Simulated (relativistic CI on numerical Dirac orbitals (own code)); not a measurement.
**Sensitivity of the levels of Sr¹⁸⁺ to α and to the nuclear radius**

Computed by Dirac-Coulomb-Breit CI, orbitals from a KLI potential per configuration, derivatives by finite differences, unscaled Slater integrals, QED left out (own radial code, finite nucleus).

Configuration list (outside the closed core [Ne]): 3s2 3p6 3d2, 3s2 3p5 3d3, 3s 3p6 3d3, 3s2 3p6 3d 4s, 3s2 3p6 3d 4p, 3s2 3p6 4s2. Double excitations out of closed p, d and f shells are left out; levels of such configurations are missing from the list, as are those of other unlisted configurations, and high levels can miss mixing partners.

With x = (α/α₀)² − 1 an excitation energy changes as ω = ω₀ + qx; K = 2q/ω₀ is the relative enhancement. Terms are leading LS components, so labels can repeat. The field-shift factor is F = δν/δ⟨r²⟩ for the transition from the lowest level.

Lowest level 3s2 3p6 3d2 3F_2.

| Level | ω₀ (cm⁻¹) | q (cm⁻¹) | K | F (GHz/fm²) |
| --- | --- | --- | --- | --- |
| 3s2 3p6 3d2 3F_3 | 14876 | 16700 | 2.24 | 0.085 |
| 3s2 3p6 3d2 3F_4 | 29535 | 29770 | 2.02 | 0.153 |
| 3s2 3p6 3d2 1D_2 | 53013 | 14750 | 0.557 | 0.0589 |
| 3s2 3p6 3d2 3P_0 | 54346 | 7659 | 0.282 | 0.0138 |
| 3s2 3p6 3d2 3P_1 | 61472 | 17460 | 0.568 | 0.057 |
| 3s2 3p6 3d2 3P_2 | 77334 | 35770 | 0.925 | 0.158 |
| 3s2 3p6 3d2 1G_4 | 83492 | 23030 | 0.552 | 0.169 |
| 3s2 3p6 3d2 1S_0 | 184412 | 27020 | 0.293 | 0.355 |
| 3s2 3p5 3d3 5D°_2 | 813897 | 28400 | 0.0698 | 1.18 |
| 3s2 3p5 3d3 5D°_1 | 815584 | 29900 | 0.0733 | 1.13 |
| 3s2 3p5 3d3 5D°_3 | 816509 | 33070 | 0.081 | 1.24 |
| 3s2 3p5 3d3 5D°_0 | 819031 | 34640 | 0.0846 | 1.11 |
| 3s2 3p5 3d3 5F°_4 | 823419 | 39990 | 0.0971 | 1.3 |
| 3s2 3p5 3d3 5S°_2 | 823974 | 48950 | 0.119 | 1.15 |
| 3s2 3p5 3d3 5F°_5 | 839107 | 44260 | 0.105 | 1.32 |
| 3s2 3p5 3d3 5F°_1 | 844926 | 48430 | 0.115 | 1.02 |
| 3s2 3p5 3d3 5D°_2 | 846100 | 43720 | 0.103 | 1.1 |
| 3s2 3p5 3d3 5D°_4 | 848038 | 48710 | 0.115 | 1.19 |
| 3s2 3p5 3d3 5D°_3 | 848076 | 45870 | 0.108 | 1.11 |
| 3s2 3p5 3d3 5G°_6 | 859240 | 45560 | 0.106 | 1.37 |
| 3s2 3p5 3d3 5G°_5 | 875510 | 57660 | 0.132 | 1.24 |
| 3s2 3p5 3d3 3G°_3 | 878559 | 32180 | 0.0733 | 1.21 |
| 3s2 3p5 3d3 3F°_2 | 878761 | 51180 | 0.116 | 1.25 |

At this charge energies of transitions that change n are usually good to better than 1 %, and those within a shell (Δn = 0) to a few per cent. Terms inside the open d or f shell come out 10 to 20 % too wide with unscaled integrals.
